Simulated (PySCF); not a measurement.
Ligands exchanged one at a time, B OH-H. Gas-phase values, no solvent. One relaxed conformer stands for each flexible species; it need not be the lowest. Strings in code marks are SMILES.

Computed with M06-2X/def2-TZVP // B3LYP-D3(BJ)/def2-TZVP in PySCF. Excitations are Tamm–Dancoff values on a coarser integration grid. The basis has no diffuse functions, so Rydberg states are missing or too high.

```csv
species,S1 oscillator strength,S1–T1 gap (TDA) (eV)
0 of 3 OH replaced by H (`OB(O)O`),0.000,0.30
"1 of 3 OH replaced by H (`OBO` (H–O–B–O torsion 180°, O–B–O–H torsion 180°))",…,0.54
2 of 3 OH replaced by H (`BO`),0.000,0.49
3 of 3 OH replaced by H (`B`),–,–
```

**Question.** Fill in the missing entries.

**Answer.** 
- 1 of 3 OH replaced by H (`OBO` (H–O–B–O torsion 180°, O–B–O–H torsion 180°)), S1 oscillator strength: 0.021
